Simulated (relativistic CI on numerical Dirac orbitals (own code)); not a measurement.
## Os LXXI: computed level list

Method of calculation: Dirac-Coulomb-Breit CI, orbitals from a KLI potential per configuration, a model potential for QED, unscaled Slater integrals (own radial code, finite nucleus).

CI space (outside the closed core 1s2): 2s2.2p2, 2s.2p3, 2p4, 2p3.3s, 2p3.3p, 2s2.2p.3s, 2p3.3d, 2s2.2p.3p, 2s2.2p.3d, 2s.2p2.3s, 2s.2p2.3p, 2s.2p2.3d, 2s2.2p.4s, 2s2.2p.4p, 2s2.2p.4d, 2s2.2p.4f, 2s2.3s2, 2s.2p2.4s, 2s2.3s.3p, 2s.2p2.4p, 2s2.3s.3d, 2s.2p2.4d, 2s2.2p.5s, 2s.2p2.4f, 2s2.3p2, 2s2.2p.5p, 2s2.2p.5d, 2s2.2p.5f, 2s2.2p.5g, 2s2.3p.3d, 2s.2p.3s2, 2s2.3d2, 2s.2p.3s.3p, 2s.2p.3s.3d, 2s.2p.3p2, 2s.2p.3p.3d. Levels of other configurations are missing.

| No. | Configuration | Term | J | E (eV) | % | Lifetime (s) | jj configuration (%) |
| --- | --- | --- | --- | --- | --- | --- | --- |
| 41 | 2s2.2p.3s | 3P° | 2 | 12732.6 | 99 | 4.74e-15 | 2p3/2 3s (99) |
| 42 | 2s2.2p.3s | 1P° | 1 | 12742.1 | 66 | 2.50e-15 | 2p3/2 3s (99) |
| 43 | 2s2.2p.3p | 3P | 1 | 12845.0 | 49 | 1.00e-13 | 2p3/2 3p1/2 (97) |
| 44 | 2s2.2p.3p | 3D | 2 | 12846.8 | 47 | 1.21e-13 | 2p3/2 3p1/2 (97) |
| 45 | 2s.2p2.3s | 5P | 2 | 12938.6 | 84 | 5.67e-15 | 2s 2p1/2 2p3/2 3s (99) |
| 46 | 2s.2p2.3s | 3P | 1 | 12968.8 | 65 | 2.76e-15 | 2s 2p1/2 2p3/2 3s (98) |
| 47 | 2s.2p2.3s | 3D | 3 | 12978.8 | 63 | 5.02e-15 | 2s 2p1/2 2p3/2 3s (100) |
| 48 | 2s.2p2.3s | 3P | 2 | 13006.9 | 38 | 2.84e-15 | 2s 2p1/2 2p3/2 3s (99) |
| 49 | 2s.2p2.3p | 5P° | 1 | 13035.3 | 39 | 4.78e-15 | 2s 2p1/2 2p3/2 3p1/2 (100) |
| 50 | 2s.2p2.3p | 5D° | 2 | 13046.5 | 46 | 2.52e-15 | 2s 2p1/2 2p3/2 3p1/2 (100) |
| 51 | 2s.2p2.3s | 3P | 0 | 13064.8 | 99 | 2.50e-15 | 2s 2p1/2 2p3/2 3s (99) |
| 52 | 2s.2p2.3s | 3D | 1 | 13066.1 | 45 | 2.57e-15 | 2s 2p1/2 2p3/2 3s (99) |
| 53 | 2s.2p2.3s | 3P | 1 | 13072.7 | 73 | 5.83e-15 | 2s 2p1/2 2p3/2 3s (99) |
| 54 | 2s.2p2.3s | 1D | 2 | 13076.0 | 39 | 4.99e-15 | 2s 2p1/2 2p3/2 3s (99) |
| 55 | 2s.2p2.3p | 3D° | 3 | 13078.3 | 33 | 1.76e-15 | 2s 2p1/2 2p3/2 3p1/2 (100) |
| 56 | 2s.2p2.3p | 3P° | 2 | 13120.4 | 43 | 2.73e-15 | 2s 2p1/2 2p3/2 3p1/2 (99) |
| 57 | 2s.2p2.3p | 3P° | 0 | 13153.7 | 49 | 1.72e-15 | 2s 2p1/2 2p3/2 3p1/2 (99) |
| 58 | 2s.2p2.3p | 3D° | 1 | 13154.7 | 59 | 1.87e-15 | 2s 2p1/2 2p3/2 3p1/2 (99) |
| 59 | 2s.2p2.3p | 3F° | 2 | 13157.4 | 45 | 2.78e-15 | 2s 2p1/2 2p3/2 3p1/2 (100) |
| 60 | 2s.2p2.3p | 1P° | 1 | 13209.4 | 29 | 2.63e-15 | 2s 2p1/2 2p3/2 3p1/2 (99) |
| 61 | 2s2.2p.3p | 3D | 3 | 13305.5 | 98 | 8.22e-14 | 2p3/2 3p3/2 (98) |
| 62 | 2s2.2p.3p | 1P | 1 | 13306.1 | 54 | 6.46e-14 | 2p3/2 3p3/2 (98) |
| 63 | 2s2.2p.3p | 3P | 2 | 13338.3 | 64 | 7.15e-14 | 2p3/2 3p3/2 (98) |
| 64 | 2s2.2p.3p | 1S | 0 | 13366.9 | 66 | 5.97e-14 | 2p3/2 3p3/2 (98) |
| 65 | 2p3.3s | 3P° | 2 | 13370.8 | 47 | 6.34e-15 | 2p3/2 3s (97) |
| 66 | 2p3.3s | 1P° | 1 | 13380.9 | 31 | 2.99e-15 | 2p3/2 3s (96) |
| 67 | 2s2.2p.3d | 3D° | 2 | 13399.2 | 50 | 5.52e-16 | 2p3/2 3d3/2 (98) |
| 68 | 2s2.2p.3d | 3F° | 3 | 13407.9 | 53 | 5.96e-16 | 2p3/2 3d3/2 (98) |
| 69 | 2s2.2p.3d | 3P° | 1 | 13412.1 | 55 | 4.68e-16 | 2p3/2 3d3/2 (98) |
| 70 | 2s2.2p.3d | 3P° | 0 | 13416.8 | 98 | 6.02e-16 | 2p3/2 3d3/2 (98) |

Energies count from the lowest computed level; ° marks odd parity; lifetimes are radiative, by E1, M1, E2, M2 decay to levels of this space only. Filled j subshells are mostly left out of the jj labels.

The mean weight of the leading LS term, summed over parents, in these 30 levels is 58 %, and that of the leading jj configuration (from the same eigenvectors) 99 %, so jj coupling describes them better and the LS labels are nominal.

At this charge energies of transitions that change n are usually good to better than 1 %, and those within a shell (Δn = 0) to a few per cent.

LS names give the leading component of a level, which can be under half, so a name can repeat, a term be missing and a line seem to break the LS rules.
